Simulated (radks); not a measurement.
The numbers below are computed, except where a source is named.
Species: the sulfur ion S+. Configuration: [Ne] 3s2 3p3.

Level of theory: non-relativistic Kohn-Sham, LDA (Slater exchange, Perdew-Wang correlation), spin-polarised, spherical densities, point nucleus; open shells are filled with parallel spins first (a radial shooting solver on a logarithmic mesh with Libxc functionals).

Energy parts (eV):
| part | energy |
|---|---|
| total | -10785.247 |
| kinetic | 10763.675 |
| electron-nucleus | -25535.981 |
| Hartree | 4637.527 |
| exchange-correlation | -650.469 |

Orbitals (lengths in bohr, moments of r in powers of bohr; r(90%) holds 90 % of the orbital's charge):
orbital	occ.	eigenvalue (eV)	r(90%)	<1/r>
1s up	1	-2400.662	0.174	15.51
1s down	1	-2400.155	0.174	15.51
2s up	1	-221.1371	0.758	3.035
2s down	1	-220.5684	0.756	3.036
2p up	3	-168.2000	0.741	2.950
2p down	3	-167.4944	0.739	2.951
3s up	1	-28.5750	2.46	0.8436
3s down	1	-25.5210	2.51	0.8355
3p up	3	-17.8834	2.89	0.7240
3p down	0	-15.0691	3.04	0.7025

The highest occupied level is 3p up at -17.883 eV. Virial ratio -V/T = 2.00200. The spin density at the nucleus is -0.1320 e/bohr^3 (1s -0.2687, 2s -0.0246, 3s 0.1614), a Fermi contact field of -6.92 T. Spin moment in Bohr magnetons: 3. Summed over all electrons, <r^2> = 20.68 bohr^2, which gives a Langevin (diamagnetic) susceptibility term of -16.4 x 10^-6 cm^3/mol. The electron density at the nucleus is 2655 e/bohr^3. The density falls to 0.001 e/bohr^3 at r = 3.68 bohr. For comparison, the ionisation energy in NIST's Atomic Spectra Database is 23.338 eV (measured). In exact Kohn-Sham theory the highest level is minus the ionisation energy, but local and semilocal functionals leave it too shallow, through self-interaction and a potential that decays too fast; potentials with the right tail come closer.
